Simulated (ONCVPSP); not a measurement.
## Potentials for nitrogen compared

Generated with ld1.x 7.5 (TM, RRKJ, ultrasoft, PAW), atompaw 4.2 or ONCVPSP 4.0.1. The cutoff is in Ry: for ld1.x and atompaw files where the sum of valence levels is converged to 10 mRy in a Bessel basis, for ONCV files where the hardest occupied wave has 1 mHa per electron of residual kinetic energy. The error is the largest all-electron minus pseudo excitation energy over each file’s own four to seven test configurations (ionisations up to +4, promotions, holes and added fractions of an electron), all of which were solved. The labels leave out finer settings (local radius, basis sizes, second energies), which also bear on the numbers. Spin-polarised tests are not counted. The rows are a selection from randomly drawn settings: files with unsolved tests, undetermined cutoffs or missed reference levels are left out.

A true bound ghost makes a file unfit for plane-wave use even where its test errors are small: the radial tests pick states by their node count and pass the ghost by.

```tsv
potential	cutoff (Ry)	largest error (meV)	bound ghosts
ONCV, LDA (Perdew-Zunger), scalar-relativistic, rc 0.90/1.20/0.90 (spd), local smoothed, core correction yes, reference 2s1.5 2p3.5, qcut 6.1/5.6/12.6, projectors 1/2/3	247	+735	none
ONCV, PBE, scalar-relativistic, rc 0.80/2.05/1.70 (spd), local smoothed, core correction yes, reference 2s2 2p3, qcut 8.9/7.5/5.6, projectors 2/1/2	60	+1619	none
ONCV, PBE, scalar-relativistic, rc 0.85/1.40/1.35 (spd), local smoothed, core correction no, reference 2s1 2p4, qcut 7.1/10.2/7.5, projectors 2/2/3	64	+157	none
ONCV, PBEsol, scalar-relativistic, rc 1.05/2.50/1.90 (spd), local smoothed, core correction yes, reference 2s1 2p4, qcut 7.4/5.5/5, projectors 2/2/2	49	+1706	none
ONCV, PBEsol, non-relativistic, rc 0.80/2.15/1.70 (spd), local smoothed, core correction yes, reference 2s2 2p3, qcut 8.3/5.7/5.3, projectors 2/3/2	58	+2150	none
ONCV, PBEsol, scalar-relativistic, rc 0.98/2.58 (sp), local smoothed, core correction yes, reference 2s2 2p2.5, qcut 8.7/4.8, projectors 1/3	59	+1072	none
ONCV, PW91, scalar-relativistic, rc 0.86/1.22 (sp), local smoothed, core correction yes, reference 2s1 2p4, qcut 8.5/8.2, projectors 3/1	58	+460	s
```

Task: Fill in the row for N: ONCV, LDA (Perdew-Wang 92), scalar-relativistic, rc 1.15/2.10/2.15 (spd), local s, core correction yes, reference 2s2 2p3, qcut 6.1/7.3/4, projectors 0/2/3.

Result: cutoff 44 Ry, largest error +1981 meV, bound ghosts: none.
